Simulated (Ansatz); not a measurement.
Reaction (formal exchange of groups at a B–B bond): `OBB(O)F` + `[SbH3]` → `O[BH][SbH2]` + `OBF`

Computed with Ansatz on PBE0-D4/def2-TZVP structures; ΔE is electronic, products minus reactants. CBS: MP2 limit from def2 TZ/QZ plus the TZ coupled-cluster correction, frozen cores. This one scheme is used for every species. Functionals use def2-TZVPP. def2 core potentials past Kr. For Sb outer-core shells are correlated without core-valence functions, which leaves a few kJ/mol of doubt a bond. One conformer a species, not always the lowest.

**Question.** Is it downhill or uphill in electronic energy at CCSD(T)/CBS, and by how much? (Estimate.)

**Answer.** Ansatz gave: Downhill: ΔE = -34.1 kJ/mol.

**Question.** What do these levels give: PBE-D4, r2SCAN-D4, CAM-B3LYP-D4, PBE-QIDH, CAM-B3LYP, LC-ωPBE, RPA@PBE/def2-TZVPP, MP2/def2-SVP, MP2/def2-TZVPP, SCS-MP2/def2-QZVPP, MP2/CBS(def2), CCSD/CBS(def2)? (An estimate is asked.)

**Answer.** Computed: PBE-D4 -30.3, r2SCAN-D4 -31.1, CAM-B3LYP-D4 -24.7, PBE-QIDH -33.7, CAM-B3LYP -23.8, LC-ωPBE -24.5, RPA@PBE/def2-TZVPP -25.4, MP2/def2-SVP -31.6, MP2/def2-TZVPP -39.4, SCS-MP2/def2-QZVPP -36.7, MP2/CBS(def2) -43.8, CCSD/CBS(def2) -32.6 kJ/mol.

Largest T1 diagnostic among the species: 0.015.

At CCSD(T), def2-SVP lies +9.3 kJ/mol from the extrapolated value and def2-TZVPP +4.4 kJ/mol. Leaving LDA and LC-ωPBE aside and taking each functional with its dispersion term where it has one, the values, not all of them listed here, spread over 14.6 kJ/mol, from PBE-QIDH to B97M-V.
